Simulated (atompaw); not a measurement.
# An all-electron radial function and its pseudo partner (Nd)

Columns: radius, all-electron u(r) and pseudo u(r) of the 5s shell (level -40.49 eV) of neodymium in the configuration [Kr] 4d10 4f4 5s2 5p6 5d0 6s2 6p0; PBEsol, scalar-relativistic, PAW (atompaw) scheme, atompaw 4.2.0.5.

| r (bohr) | all-electron | pseudo |
| --- | --- | --- |
| 0.115 | 0.0023 | 0.1833 |
| 0.231 | 0.3036 | 0.3624 |
| 0.346 | -0.2138 | 0.5286 |
| 0.462 | -0.5173 | 0.6797 |
| 0.577 | -0.4101 | 0.8088 |
| 0.692 | -0.0856 | 0.9141 |
| 0.808 | 0.2789 | 0.9940 |
| 0.923 | 0.5815 | 1.0459 |
| 1.038 | 0.7943 | 1.0709 |
| 1.154 | 0.9201 | 1.0701 |
| 1.269 | 0.9720 | 1.0461 |
| 1.385 | 0.9696 | 1.0017 |
| 1.500 | 0.9297 | 0.9417 |
| 1.615 | 0.8665 | 0.8701 |
| 1.731 | 0.7898 | 0.7905 |
| 1.846 | 0.7085 | 0.7086 |
| 1.962 | 0.6267 | 0.6267 |
| 2.077 | 0.5491 | 0.5491 |
| 2.192 | 0.4770 | 0.4770 |
| 2.308 | 0.4109 | 0.4109 |
| 2.423 | 0.3523 | 0.3523 |
| 2.538 | 0.3006 | 0.3006 |
| 2.654 | 0.2551 | 0.2551 |
| 2.769 | 0.2161 | 0.2161 |
| 2.885 | 0.1822 | 0.1822 |
| 3.000 | 0.1535 | 0.1535 |

Q: How many radial nodes do the two functions have?

A: The all-electron 5s function has n − l − 1 = 4 (the table is too coarse to show those close to the nucleus); the pseudo-wave has 0, since the states of the same l below it are removed with the core.

Q: At about which radius was the pseudo-wave matched?

A: 2.05 bohr. The columns agree to 0.0005 from 1.85 bohr on; several derivatives are matched, so the curves merge somewhat inside the radius.

Q: Is the pseudo-wave norm-conserving?

A: No, it belongs to a PAW set: the norm inside the radius is not constrained, and the difference is carried by the augmentation charge.
